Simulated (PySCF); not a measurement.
B(H)(Cl)(NMe2) (C2H7BClN), SMILES CN(C)BCl. Atoms are numbered in the order given.

```xyz
12

B      0.8012     0.3267     0.0000
H      2.0021     0.2881     0.0000
Cl     0.0236     1.9328     0.0000
N      0.0564    -0.8505     0.0000
C     -1.3944    -0.9279     0.0000
C      0.7098    -2.1493     0.0000
H     -1.7560    -1.4713    -0.8913
H     -1.7560    -1.4713     0.8913
H     -1.8292     0.0783     0.0000
H      0.4222    -2.7363     0.8911
H      0.4222    -2.7363    -0.8911
H      1.8002    -2.0259     0.0000
```

Geometry: B3LYP-D3(BJ)/def2-SVP. This is a generated structure with no PubChem entry under its InChIKey; it may be hypothetical. The values are those of a single conformer.

Level of theory: TDA-CAM-B3LYP/def2-SVPD (PySCF).

Vertical excitations.  State labels are in the subgroup Cs.

```csv
state,symmetry,energy (eV),λ (nm),f,main pairs
S1,A",6.95,178,0.020,HOMO→LUMO 93 %
S2,A',7.16,173,0.354,HOMO→LUMO+1 93 %
S3,A",7.22,172,0.003,HOMO−1→LUMO+1 95 %
S4,A",7.86,158,0.000,HOMO→LUMO+2 87 %
S5,A",8.16,152,0.013,HOMO→LUMO+3 92 %
S6,A',8.22,151,0.055,"HOMO−1→LUMO 69 %, HOMO−1→LUMO+2 24 %"
S7,A",8.61,144,0.005,"HOMO→LUMO+6 59 %, HOMO→LUMO+7 20 %"
S8,A",8.75,142,0.015,"HOMO→LUMO+4 65 %, HOMO→LUMO+6 13 %"
S9,A',8.80,141,0.055,"HOMO−2→LUMO+1 62 %, HOMO→LUMO+5 25 %"
S10,A",8.84,140,0.004,HOMO−3→LUMO+1 86 %
T1,A',5.36,231,0,HOMO→LUMO+1 92 %
T2,A",6.83,182,0,HOMO→LUMO 87 %
T3,A",6.86,181,0,HOMO−1→LUMO+1 86 %
T4,A",7.71,161,0,HOMO→LUMO+2 84 %
```
Triplets are in the Tamm–Dancoff approximation.
